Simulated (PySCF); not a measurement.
**Frontier levels across methods**

Compound: C3H5NOSi.
Atom-mapped SMILES: `[O:1]=[CH:2][C:3]1=[N:4][SiH2:5][CH2:6]1` (hydrogens: H7 on C2; H8, H9 on Si5; H10, H11 on C6)

Cartesian coordinates in Å at the PBE0-D3(BJ)/def2-SVP level; atoms count from 1:
```
atom  x, y, z in Å
O1    -2.241   -1.553   -0.282
C2    -1.837   -0.766    0.532
C3    -0.505   -0.090    0.416
N4    -0.082    0.735    1.312
Si5    1.433    0.940    0.340
C6     0.468   -0.297   -0.731
H7    -2.414   -0.472    1.444
H8     2.668    0.464    1.026
H9     1.633    2.320   -0.184
H10    0.079    0.028   -1.708
H11    0.836   -1.330   -0.827
```

Basis pcSseg-2 throughout (PySCF), one geometry. One conformer (not necessarily the lowest) at the PBE0-D3(BJ)/def2-SVP geometry, without solvent, vibrations or thermal averaging.

Q: How do the orbital energies, the gap and the dipole change with the method?

A: 
```json
{"method": "BLYP", "kind": "GGA", "HOMO (eV)": "-5.94", "LUMO (eV)": "-3.41", "gap (eV)": "2.52", "μ (D)": "2.29", "SCF cycles": "16"}
{"method": "OPBE", "kind": "GGA", "HOMO (eV)": "-5.96", "LUMO (eV)": "-3.49", "gap (eV)": "2.46", "μ (D)": "2.13", "SCF cycles": "17"}
{"method": "PBE", "kind": "GGA", "HOMO (eV)": "-6.02", "LUMO (eV)": "-3.57", "gap (eV)": "2.45", "μ (D)": "2.24", "SCF cycles": "16"}
{"method": "B97-D", "kind": "GGA", "HOMO (eV)": "-6.03", "LUMO (eV)": "-3.46", "gap (eV)": "2.57", "μ (D)": "2.27", "SCF cycles": "16"}
{"method": "BP86", "kind": "GGA", "HOMO (eV)": "-6.13", "LUMO (eV)": "-3.65", "gap (eV)": "2.48", "μ (D)": "2.25", "SCF cycles": "16"}
{"method": "LDA", "kind": "LDA", "HOMO (eV)": "-6.16", "LUMO (eV)": "-3.82", "gap (eV)": "2.34", "μ (D)": "2.37", "SCF cycles": "16"}
{"method": "KT3", "kind": "GGA", "HOMO (eV)": "-6.18", "LUMO (eV)": "-3.48", "gap (eV)": "2.70", "μ (D)": "2.20", "SCF cycles": "16"}
{"method": "KT2", "kind": "GGA", "HOMO (eV)": "-6.18", "LUMO (eV)": "-3.49", "gap (eV)": "2.70", "μ (D)": "2.23", "SCF cycles": "17"}
{"method": "B97-2", "kind": "global hybrid", "HOMO (eV)": "-7.23", "LUMO (eV)": "-2.56", "gap (eV)": "4.66", "μ (D)": "2.29", "SCF cycles": "16"}
{"method": "B3LYP", "kind": "global hybrid", "HOMO (eV)": "-7.28", "LUMO (eV)": "-2.73", "gap (eV)": "4.56", "μ (D)": "2.35", "SCF cycles": "15"}
{"method": "PBE0", "kind": "global hybrid", "HOMO (eV)": "-7.50", "LUMO (eV)": "-2.50", "gap (eV)": "5.00", "μ (D)": "2.30", "SCF cycles": "15"}
{"method": "mPW1PW91", "kind": "global hybrid", "HOMO (eV)": "-7.53", "LUMO (eV)": "-2.51", "gap (eV)": "5.02", "μ (D)": "2.30", "SCF cycles": "15"}
{"method": "BHandHLYP", "kind": "global hybrid", "HOMO (eV)": "-8.93", "LUMO (eV)": "-1.28", "gap (eV)": "7.65", "μ (D)": "2.44", "SCF cycles": "13"}
{"method": "CAM-B3LYP", "kind": "range-separated hybrid", "HOMO (eV)": "-8.94", "LUMO (eV)": "-1.29", "gap (eV)": "7.65", "μ (D)": "2.39", "SCF cycles": "14"}
{"method": "wB97X-D", "kind": "range-separated hybrid", "HOMO (eV)": "-9.39", "LUMO (eV)": "-0.65", "gap (eV)": "8.74", "μ (D)": "2.30", "SCF cycles": "15"}
{"method": "LC-wPBE", "kind": "range-separated hybrid", "HOMO (eV)": "-10.22", "LUMO (eV)": "-0.11", "gap (eV)": "10.12", "μ (D)": "2.33", "SCF cycles": "14"}
{"method": "HF", "kind": "Hartree–Fock", "HOMO (eV)": "-11.10", "LUMO (eV)": "1.66", "gap (eV)": "12.77", "μ (D)": "2.51", "SCF cycles": "12"}
```

The HOMO spans 5.17 eV, from BLYP down to HF, and the gap runs from 2.34 eV (LDA) to 12.77 eV (HF). Over the methods BLYP (0 %), OPBE (0 %), PBE (0 %), B97-D (0 %), BP86 (0 %), LDA (0 %), KT3 (0 %), KT2 (0 %), B97-2 (21 %), B3LYP (20 %), PBE0 (25 %), mPW1PW91 (25 %), BHandHLYP (50 %), HF (100 %), a straight line through the gap against the share of exact exchange rises by 1.02 eV for each 10 % (correlation coefficient 0.999). The dipole ranges from 2.13 D (OPBE) to 2.51 D (HF). This basis has no diffuse functions.
